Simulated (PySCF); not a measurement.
Compound: C4H13NSi2.
Numbering: `[CH3:1][SiH2:2][C@@H:3]1[CH2:4][CH2:5][Si@H:6]1[NH2:7]`

Structure used (GFN2-xTB), in Å, numbered top down from 1:
```xyz
20
C4H13NSi2 angstrom
C      2.8399    0.5971    0.2960
Si     1.7216   -0.8862   -0.0837
C     -0.0607   -0.4557    0.3764
C     -1.1140   -1.5434    0.0660
C     -2.2502   -0.6745   -0.5060
Si    -1.0590    0.8206   -0.6407
N     -1.3075    2.3296    0.1537
H      2.4726    1.4953   -0.1908
H      2.8851    0.7972    1.3621
H      3.8548    0.4225   -0.0463
H      1.7928   -1.2141   -1.5167
H      2.1823   -2.0634    0.6742
H     -0.0972   -0.2003    1.4382
H     -0.7445   -2.2364   -0.6894
H     -1.4027   -2.1271    0.9401
H     -3.0564   -0.5437    0.2153
H     -2.6945   -1.0790   -1.4126
H     -0.6236    1.1650   -1.9928
H     -1.5602    2.3377    1.1285
H     -1.7838    3.0693   -0.3339
```

NICS is the negative of the GIAO shielding at a point without a nucleus: at the ring centre (0) and 1 Å above and below it (1); zz is the component along the ring normal. Level: GIAO PBE0/pcSseg-1 (PySCF, non-relativistic, gas phase) on the GFN2-xTB geometry, one conformer.

Ring bond lengths (Å), with Mayer bond orders in brackets: C3–C4 1.546 (0.97), C4–C5 1.540 (1.01), C5–Si6 1.916 (0.88), Si6–C3 1.913 (0.88).

Give the NICS values of each ring in ppm.

```json
{"ring": "C3–C4–C5–Si6", "type": "4-membered ring with Si; formal bonds all single", "NICS(0)": "0.0", "NICS(1), two faces": "-0.6 / -1.5", "NICS(1)zz, two faces": "5.4 / 2.5", "rms pucker (Å)": "0.08", "centre to ring atoms, mean (Å)": "1.22"}
```

What can be read from them?

- C3–C4–C5–Si6: mean NICS(1)zz 4.0 ppm, deshielded. C3, C4, C5, Si6 have four or more neighbours, so the value isn't read as a sign of a π ring current.

What field does 7.05 T along the ring normal induce along that normal at the first NICS(1) probe listed for ring C3–C4–C5–Si6, 1 Å off the ring?

NICSzz × B0 = 5.4 ppm × 7.05 T = 38 μT, along the applied field.

What are the shieldings of the ring atoms and their hydrogens in the same run (means over atoms taken as equivalent)?

| atoms | environment | σ isotropic (ppm) | principal values of the symmetric part, first atom (ppm) |
| --- | --- | --- | --- |
| C3 | sp3 carbon bound to silicon | 165.9 | 126.1, 173.7, 197.9 |
| C4 | four-membered-ring carbon | 167.8 | 157.9, 163.7, 181.8 |
| C5 | sp3 carbon bound to silicon | 159.9 | 124.2, 172.2, 183.2 |
| Si6 | SiH silicon | 352.5 | 302.8, 343.1, 411.7 |
| H13 | methine hydrogen | 30.29 | 27.7, 29.6, 33.6 |
| H14 | methylene hydrogen | 30.18 | 25.5, 30.1, 34.9 |
| H15 | methylene hydrogen | 29.68 | 25.1, 27.5, 36.4 |
| H16 | methylene hydrogen | 30.10 | 26.6, 28.1, 35.6 |
| H17 | methylene hydrogen | 30.08 | 25.6, 27.6, 37.0 |
| H18 | Si–H hydrogen | 26.65 | 23.9, 25.3, 30.7 |

Hardware: one thread, Arm Neoverse N1 (aarch64) (shared host). Cost: 55 s, 0.89 GiB resident at most. This is the whole shielding run at PBE0/pcSseg-1, SCF included.
